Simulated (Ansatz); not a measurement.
Telling isomers of CH3AlBrF apart by their spectra

These gas-phase data were calculated for one isomer of CH3AlBrF at PBE0-D3(BJ)/def2-SVP (harmonic, unscaled wavenumbers; equilibrium rotational constants with average atomic masses):

```
rotational constants            : 5.829, 1.821, 1.4 GHz
all wavenumbers above 1500 cm⁻¹ : 3178, 3155, 3057
```

Candidates:

(1) `F[CH2][AlH][Br]`, a singlet
(2) `[CH3][Al]([F])[Br]`, a singlet

Task: Which structure fits?

Result: Candidate (2). No mode falls between 1700 and 2050 cm⁻¹, where the Al–H stretch of (1) would stand.

The same quantities for all candidates:

```tsv
	rotational constants (GHz)	wavenumbers above 1500 cm⁻¹	E above the lowest, PBE0-D3(BJ)/def2-SVP (kcal/mol)
(1)	17.21, 1.107, 1.047	3082, 3028, 1983	70.1
(2)	5.829, 1.821, 1.4	3178, 3155, 3057	0.0
```

Harmonic stretches to hydrogen usually lie a few per cent above observed fundamentals. Each candidate is one conformer. Programs: Ansatz 0.2.0.
